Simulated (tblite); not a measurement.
Species: C₄H₁₀OSi.
Geometry (GFN2-xTB, Å), atoms numbered from 1 in this order:
```xyz
16
C4H10OSi angstrom
C      2.5388   -0.4186    0.5004
C      1.3530    0.0834   -0.3069
O      0.2108   -0.6588    0.0473
C     -0.9514   -0.2167   -0.5914
C     -2.2451   -0.6454    0.0911
Si    -1.9399    1.2111    0.1774
H      2.3393   -0.2999    1.5619
H      3.4320    0.1414    0.2376
H      2.7040   -1.4730    0.2966
H      1.1713    1.1539   -0.1074
H      1.5499   -0.0247   -1.3861
H     -0.9079   -0.3460   -1.6749
H     -2.0944   -1.2478    0.9753
H     -3.0031   -1.0609   -0.5576
H     -2.7041    2.0665   -0.7108
H     -1.4609    1.7445    1.4361
```

Method: GFN2-xTB as coded in tblite; computed harmonic values from a numerical Hessian at the method's own geometry, unscaled. The method is semi-empirical: single wavenumbers can be off by several per cent or more. Modes of hydrogen on silicon can be 10 to 20 % off. One conformer, not necessarily the lowest.

Harmonic wavenumbers (cm⁻¹): 65.5, 94.2, 161.4, 201.0, 237.9, 370.1, 417.0, 456.5, 502.0, 519.7, 681.0, 714.5, 732.6, 750.5, 838.2, 879.7, 950.3, 979.8, 1051.1, 1092.8, 1102.1, 1146.4, 1153.5, 1173.4, 1250.6, 1292.9, 1345.3, 1400.1, 1421.0, 1475.8, 1495.0, 1500.0, 2367.1, 2392.3, 2809.0, 2855.0, 2898.5, 3044.0, 3048.6, 3052.5, 3061.3, 3083.2.

A = 6763, B = 1460, C = 1323 MHz; mass 102.050 u (most abundant isotopes); point group C1, symmetry number 1.

Q: Zero-point energy?

A: Half the sum of the wavenumbers: 28032 cm⁻¹ = 80.15 kcal/mol.

Q: Give the ideal-gas entropy at 298.15 K and 1 bar in the rigid-rotor, harmonic-oscillator model (classical rotation).

A: Translation 39.80, rotation 27.60, vibration 20.54: S = 87.9 cal/(mol K).

Q: And Cp and H(298.15 K) − H(0)?

A: Cp = 31.76 cal/(mol K), of which vibrations give 23.81 (their classical limit is 42 R = 83.5); H(298.15 K) − H(0) = 5.76 kcal/mol without the zero-point energy, 3.39 from vibrations.

Q: Which modes carry the vibrational entropy at 298.15 K?

A: 65.5 cm⁻¹: 4.28; 94.2 cm⁻¹: 3.57; 161.4 cm⁻¹: 2.53; 201.0 cm⁻¹: 2.12; 237.9 cm⁻¹: 1.82; 370.1 cm⁻¹: 1.08 cal/(mol K); the other 36 give 5.13 together.

Q: Blend soft modes into free rotors: weight 1/[1 + (100 cm⁻¹/ν̃)⁴] for the oscillator and the rest for a rotor with moment μB/(μ + B), μ = h/(8π²ν), B = 10⁻⁴⁴ kg m². What vibrational entropy results?

A: 19.32 cal/(mol K) in place of 20.54, which changes −T·S at 298.15 K by +0.36 kcal/mol.

Q: How do the functions run with temperature in this model?

A: 
```csv
T (K),S (cal/(mol K)),Cp (cal/(mol K)),H − H(0) (kcal/mol),G − H(0) (kcal/mol),ln q(vib)
150,71.0,19.3,1.99,-8.66,1.87
250,82.7,27.6,4.33,-16.36,3.71
400,98.5,40.1,9.43,-29.97,6.60
600,117.3,53.0,18.82,-51.59,10.55
900,141.4,65.5,36.74,-90.51,16.27
```

q(vib) and H(0) count from the zero-point level.

Q: What must be added to the electronic energy to get the Gibbs energy at 298.15 K and 1 bar?

A: ZPE + [H(298.15 K) − H(0)] − T·S = 80.15 + 5.76 − 26.22 = 59.69 kcal/mol.

Hindered rotation and anharmonicity are outside this model. Other conformers, if any are populated, would add a mixing term that is left out. The structure is chiral; the term R ln 2 for an equal mix with its mirror image is left out.
